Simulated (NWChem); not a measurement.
CCl2GaNO; SMILES C(=[N][Ga]([Cl])[Cl])=O

```xyz
6

Ga     0.0003     0.3237     0.0001
Cl    -1.8403     1.3734    -0.0004
Cl     1.8333     1.3876    -0.0004
N      0.0060    -1.4685     0.0028
C      0.0054    -2.6686     0.0003
O      0.0047    -3.8348    -0.0016
```
Atoms are numbered in this order, from 1.

Results from NWChem. Pople sets run with spherical d functions. The geometry was optimised at PBE0/def2-SVP. Vertical excitations in the gas phase; the lowest state need not have the same character in each row.

```tsv
level	lowest excitation, singlet (eV)	lowest state with f > 0.02, singlet (eV)	orbital gap (eV)
PBE/6-31G*, full TDDFT	4.81	5.61	4.68
B3LYP/6-31G*, full TDDFT	5.47	6.08	6.48
BHandHLYP/6-31G*, full TDDFT	6.24	6.84	9.29
```
